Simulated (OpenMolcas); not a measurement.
**W3+: moving or changing the point charges**

W3+ among 5 point charges of -2 e arranged as a trigonal bipyramid (D3h), 2.09 Å from the ion, with the axial distance 2.466 Å.

```
Program             : OpenMolcas 26.06
Method              : SS-CASPT2, IPEA 0.25 Eh, imaginary shift 0.1 Eh (closed shells correlated: 4f 5s 5p)
Basis               : ANO-RCC-VDZP [7s6p4d2f1g]
Scalar Hamiltonian  : DKH2, point nucleus
Active space        : 3 electrons in 5 orbitals (5d)
State averaging     : 2S+1 = 4 even, 10 roots; 2S+1 = 2 even, 40 roots
Spin-orbit coupling : RASSI with atomic mean-field integrals over the reference wave functions
```

Runs around this geometry, states (labels of D3, the rotations of D3h). Energies in cm-1 above the lowest state or level, χT in cm3 K/mol.

```json
{"R (Å)": "2.09", "q (e)": "-1.3", "Axial / equatorial distance": "1.18", "Ground state": "4E", "First state of that spin": "4E 4510", "First gap with spin-orbit (degeneracies)": "310 (2, 2)", "χT at 300 K": "0.156", "First state of another spin": "2E 11070"}
{"R (Å)": "2.09", "q (e)": "-2", "Axial / equatorial distance": "1.18", "Ground state": "4E", "First state of that spin": "4E 6090", "First gap with spin-orbit (degeneracies)": "530 (2, 2)", "χT at 300 K": "0.219", "First state of another spin": "2E 10440"}
{"R (Å)": "2.19", "q (e)": "-2", "Axial / equatorial distance": "1.18", "Ground state": "4E", "First state of that spin": "4E 5270", "First gap with spin-orbit (degeneracies)": "410 (2, 2)", "χT at 300 K": "0.183", "First state of another spin": "2E 10700"}
{"R (Å)": "2.09", "q (e)": "-2", "Axial / equatorial distance": "1.27", "Ground state": "4E", "First state of that spin": "4A2 5070", "First gap with spin-orbit (degeneracies)": "85 (2, 2)", "χT at 300 K": "0.194", "First state of another spin": "2E 8880"}
```

Taking the first state of the same spin as R^-n, n = -ln(5270 / 6090) / ln(2.19 / 2.09) = 3.1 between the shortest and longest distance.

Scaling the charges by -1.3 / -2 = 0.65 scales the first state of the same spin by 4510 / 6090 = 0.74; with fixed orbitals a first-order splitting would follow the charge.

Roots that are degenerate in the reference are averaged as groups; the widest CASPT2 spread within a group is 120 cm-1 (the 2-fold group of multiplicity 4 near 0 cm-1 above the lowest state of its run, R = 2.19, q = -2, ratio = 1.18). Shifts and gaps below about the spread of the groups concerned are not significant. An orbital doublet at a regular site is open to a Jahn-Teller distortion, which this geometry leaves out. Free-ion shares, where given, are those of the reference states; single-state CASPT2 does not remix them. Spin-orbit coupling mixes the spin-free states strongly: the lowest level takes only 69 % from its leading state, 4E (holds for R = 2.09, q = -1.3, ratio = 1.18). This is an electrostatic model: the charges have no orbitals. No measured value stands beside these numbers.
